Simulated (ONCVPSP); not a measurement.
Transferability test, ONCV potential for aluminium (Al)

Al (Z = 13), optimised norm-conserving Vanderbilt (ONCV), made with ONCVPSP 4.0.1 (PBE, scalar-relativistic). Core [Ne], reference 3s1.5 (charge +1.5). Waves: 3s: rc 1.80 bohr, ncon 4, nbas 8, qcut 3.2 1/bohr, 2 projectors, debl 2.6 Ha; p scattering state at 0.45 Ha: rc 1.40 bohr, ncon 4, nbas 7, qcut 6.1 1/bohr, 2 projectors, debl 3.1 Ha; d scattering state at 0.16 Ha: rc 1.70 bohr, ncon 5, nbas 8, qcut 6.4 1/bohr, 2 projectors, debl 1.8 Ha. Local part: polynomial inside 0.90 bohr (lpopt 4, dvloc0 1 Ha). Core correction: none.

Energies are relative to the spin-unpolarised reference configuration 3s1.5; without spin polarisation the order of configurations can differ from experiment.

```tsv
valence configuration	charge	ΔE all-electron (eV)	error AE − PS (meV)
3s2 3p1	0	-14.256	-101
3s1	+2	10.731	+13
3s1 3p1	+1	-2.684	-68
```

Problem. What are ΔE and the potential's error for 3s2?

Solution. ΔE = -8.494 eV all-electron; the error (AE − PS) is +3.9 meV.

Levels in the configuration 3s1:

```
level  all-electron (eV)  pseudo (eV)
   3s            -23.748      -23.678
```

Note: ghosts flagged at negative energy: p at -30.5 eV (a further GHOST(-) flag falls on a real empty level of the atom); GHOST(+) flagged for s at 92.8 eV. A true bound ghost makes a file unfit for plane-wave use.
